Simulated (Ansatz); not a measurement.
Input file for Ansatz (an electronic-structure program): R-HF/def2-TZVPP on H2MgO (SMILES [OH][MgH]), atoms moved off the minimum.

Ansatz 0.2 input:
```yaml
crystal:
  periodic: [false, false, false]
  atoms:
    - {symbol: Mg, position_ang: [-0.02927712, -0.01701868, -0.65201454]}
    - {symbol: H, position_ang: [-0.00585496, 0.00487025, -2.41399722]}
    - {symbol: O, position_ang: [-0.02602478, 0.04315248, 1.07998904]}
    - {symbol: H, position_ang: [0.03091690, -0.00608767, 1.96551475]}
basis:
  gaussian:
    orbitals: def2-TZVPP
hamiltonian:
  xc: {name: HF}
scf: {lower_state_search: off}
output: {forces: true}
```

Output:

```
WARN ansatz: RAYON_NUM_THREADS=1 ignored (pool sized by the plan → 1); use --threads N
Functional definition: HF
these checks for a lower state are left out or cut short: stability, starts, cluster_reference, orbital_swaps, neighbouring_geometries, increment
integrals: 0.02 GiB planned
644 factors; their error is unknown
mean field: 0.13 GiB planned
mean field evaluation 1: about -7498.1479 eV, gradient 4.4e1 eV
mean field evaluation 2: about -7500.1115 eV, gradient 3.3e1 eV
mean field evaluation 4: about -7501.8216 eV, gradient 3.3e-1 eV
mean field evaluation 8: about -7501.9570 eV, gradient 2.6e-3 eV
mean field -7501.95696492 eV, -275.6918334518 hartree, gradient 5.1e-7 eV, S^2 0.000000; 0 other end points of the search recorded, 0 dependent functions left out
the calculation of the forces begins
reference -7501.95696492 eV, -275.6918334518 hartree; 11, 11 occupied and 80, 80 virtual orbitals, 644 factors
Total energy: -7501.95696492 eV, -275.6918334518 hartree
Atom 0 at    -0.029277    -0.017019    -0.652015 Å, force     0.021346     0.051370    -1.044463 eV/Å
Atom 1 at    -0.005855     0.004870    -2.413997 Å, force    -0.020068    -0.031320     0.588497 eV/Å
Atom 2 at    -0.026025     0.043152     1.079989 Å, force    -0.175541     0.125680    -2.568061 eV/Å
Atom 3 at     0.030917    -0.006088     1.965515 Å, force     0.174263    -0.145729     3.024027 eV/Å
Dipole moment:     0.003970    -0.066895     0.192752 e Å
Checks for a lower state left out: stability, starts, cluster_reference, orbital_swaps, neighbouring_geometries, increment
```

The calculation finished and met its thresholds.

Cost: very roughly 0.6 core-seconds.
